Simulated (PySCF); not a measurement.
SiOF, SMILES O=[Si]F, multiplicity 2.

Coordinates come from a PBE0-D3(BJ)/def2-TZVP optimisation.

Calculation: B3LYP/def2-TZVPD (PySCF).

Isolated molecule, no solvent.

Computed frontier levels, dipole moment and polarisability:
```
Item                                                                                                             Value
---------------------------------------------------------------------------------------------  -----------------------
α spin, highest occupied and lowest empty level                                                     -8.10 and -2.28 eV
β spin, highest occupied and lowest empty level                                                     -9.17 and -4.98 eV
dipole moment                                                                                                   2.67 D
quadrupole, principal values (traceless, Buckingham form, about the centre of nuclear charge)    -7.62, 2.72, 4.90 D·Å
mean static polarisability                                                                        31.6 bohr³ (4.68 Å³)
polarisability, principal values                                                                28.3, 28.3, 38.1 bohr³
⟨S²⟩                                                                                           0.755 (pure state 0.75)
```
